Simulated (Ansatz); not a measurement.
Start from `C[S][SnH2][Cl]` and change one atom or group to get `C[S][SnH2][S]C`.

Ansatz, PBE0-D4/def2-TZVP geometries, multiplicity 1. Each molecule was computed in one conformer, which needn't be the lowest.

Elements past krypton have def2 core potentials.

```csv
property,`C[S][SnH2][Cl]`
HOMO–LUMO gap (PBE0/def2-TZVPP) / eV,6.16
size of the dipole moment (ωB97M-V/def2-TZVPP) / D,2.00
HOMO energy (B3LYP/def2-TZVPP) / eV,-6.93
HOMO–LUMO gap (PBE/def2-TZVPP) / eV,4.05
LUMO energy (PBE/def2-TZVPP) / eV,-1.91
HOMO–LUMO gap (ωB97M-V/def2-TZVPP) / eV,10.17
```

Question: Give the same properties after the change, and the shifts. (Best estimate.)

Answer: Computed: 
```csv
property,`C[S][SnH2][S]C`,shift
HOMO–LUMO gap (PBE0/def2-TZVPP) / eV,6.05,-0.11
size of the dipole moment (ωB97M-V/def2-TZVPP) / D,2.16,0.16
HOMO energy (B3LYP/def2-TZVPP) / eV,-6.52,0.41
HOMO–LUMO gap (PBE/def2-TZVPP) / eV,3.98,-0.07
LUMO energy (PBE/def2-TZVPP) / eV,-1.57,0.34
HOMO–LUMO gap (ωB97M-V/def2-TZVPP) / eV,9.95,-0.22
```

With PBE0 the HOMO rises by 0.42 eV and the LUMO rises by 0.30 eV, so the gap narrows by about 0.12 eV. PBE moves the HOMO by 0.40 eV and ωB97M-V by 0.43 eV. Dipoles are sizes alone; their direction can turn.

B3LYP here is the variant with VWN-RPA as its local correlation; programs differ in this.
